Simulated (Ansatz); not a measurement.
System: sum formula H5SiN2O (charge 0, doublet). It need not be the lowest isomer of its formula. SMILES: N[Si](N)O
Structure (B3LYP-D3(BJ)/def2-TZVP (Ansatz, a first-principles code) minimum search):
```xyz
9

N     -0.8198    -1.1948     0.7906
Si     0.0672     0.1991     0.3257
N      1.3859    -0.3835    -0.6052
O     -0.6305     1.2907    -0.7229
H     -1.4337    -1.1924     1.5876
H     -1.0516    -1.9204     0.1261
H      1.8919     0.2432    -1.2112
H      1.9721    -1.1189    -0.2442
H     -1.2380     1.9237    -0.3321
```
Charge 0, spin multiplicity 2.

Wanted: atomisation energy (electronic, to ground-state atoms), in kcal/mol. Valence correlation only, unless marked. UHF or UKS for open shells. Spin-orbit coupling is left out. Non-relativistic. The coupled-cluster limit lacks core correlation, which all-electron functionals hold. CBS marks a two-point X^-3 extrapolation of the correlation energy; Hartree-Fock from the larger set.

```
level                                        program  atomisation energy (kcal/mol)
------------------------------------  --------------  -----------------------------
PBE-D3(BJ)/def2-TZVPD                 Ansatz + dftd3                          778.3
r2SCAN-D3(BJ)/def2-TZVPD              Ansatz + dftd3                          760.2
PBE0/6-31G*                                   Ansatz                            ___
PBE0-D3(BJ)/def2-TZVP                 Ansatz + dftd3                          755.0
PBE0-D3(BJ)/def2-TZVPD                Ansatz + dftd3                          757.2
PBE0-D4/def2-TZVPD                    Ansatz + dftd4                          757.1
r2SCANh/def2-TZVPD                            Ansatz                          752.2
CAM-B3LYP/def2-TZVPD                          Ansatz                            ___
wB97X-V/def2-TZVPD                            Ansatz                            ___
CCSD/6-31G*                                   Ansatz                          643.8
CCSD(T)/CBS(cc-pV(T+d)Z,cc-pV(Q+d)Z)          Ansatz                          763.7
```

**Question.** Complete the blanks.

**Answer.** 
- PBE0/6-31G*, atomisation energy (kcal/mol): 726.2
- CAM-B3LYP/def2-TZVPD, atomisation energy (kcal/mol): 765.4
- wB97X-V/def2-TZVPD, atomisation energy (kcal/mol): 764.5
